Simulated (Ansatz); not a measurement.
The same hydrogenolysis along the group F, Cl, Br.

Gas-phase electronic energies from Ansatz, PBE0-D4/def2-TZVP geometries. CBS: MP2 limit from def2 TZ/QZ plus the TZ coupled-cluster correction, frozen cores. Small cases extrapolate CCSD(T) itself. DFT in def2-TZVPP. B3LYP here is the variant with VWN-RPA as its local correlation; programs differ in this. For Br outer-core shells are correlated without core-valence functions, which leaves a few kJ/mol of doubt a bond. Scalar relativity is left out up to krypton. One conformer a species, not always the lowest.

| reaction | B3LYP-D4 (eV) |
| --- | --- |
| `F[SiH2]N[SiH3]` + H₂ → `[SiH3]N[SiH3]` + H–F | 1.43 |
| `[SiH3]N[SiH2]Cl` + H₂ → `[SiH3]N[SiH3]` + HCl | 0.96 |
| `[SiH3]N[SiH2]Br` + H₂ → `[SiH3]N[SiH3]` + HBr | 0.91 |

(1) Give the CCSD(T)/CBS values in the same order. (Estimate.)

Largest T1 diagnostic: 0.011, for `F[SiH2]N[SiH3]`.

Extrapolated directly: `F[SiH2]N[SiH3]` + H₂ → `[SiH3]N[SiH3]` + H–F.

## Answers

(1) Ansatz gave: 1.42, 0.97, 0.95 eV.
